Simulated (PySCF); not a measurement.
SMILES F[SiH2][SiH2][SeH] (H5FSeSi2), PBE/def2-SVP optimised geometry.

```
9

F      1.79    -1.88    -0.08
Si     1.16    -0.36     0.00
Si    -1.19    -0.36     0.00
Se    -1.77     1.88     0.00
H      1.65     0.41    -1.20
H      1.66     0.29     1.26
H     -1.79    -1.11    -1.16
H     -1.76    -0.90     1.28
H     -1.12     2.12    -1.31
```

Density from PBE/def2-TZVP (PySCF) at that geometry.

Minimum of the electron density along straight lines between bonded atoms, close to the bond critical point (lines longer than 1.1 times the sum of covalent radii, or with two minima, are not listed):

| bond | length / Å | ρ at the minimum / e bohr⁻³ | ∇²ρ there / e bohr⁻⁵ | position (fraction from the first atom) |
|---|---|---|---|---|
| F1–Si2 | 1.647 | 0.124 | 0.78 | 0.58 |
| Si2–Si3 | 2.350 | 0.093 | -0.16 | 0.51 |
| Si3–Se4 | 2.315 | 0.085 | -0.03 | 0.36 |
| Si2–H5 | 1.506 | 0.119 | 0.10 | 0.49 |
| Si2–H6 | 1.503 | 0.120 | 0.10 | 0.49 |
| Si3–H7 | 1.506 | 0.117 | 0.11 | 0.49 |
| Si3–H8 | 1.504 | 0.117 | 0.12 | 0.49 |
| Se4–H9 | 1.487 | 0.168 | -0.29 | 0.63 |
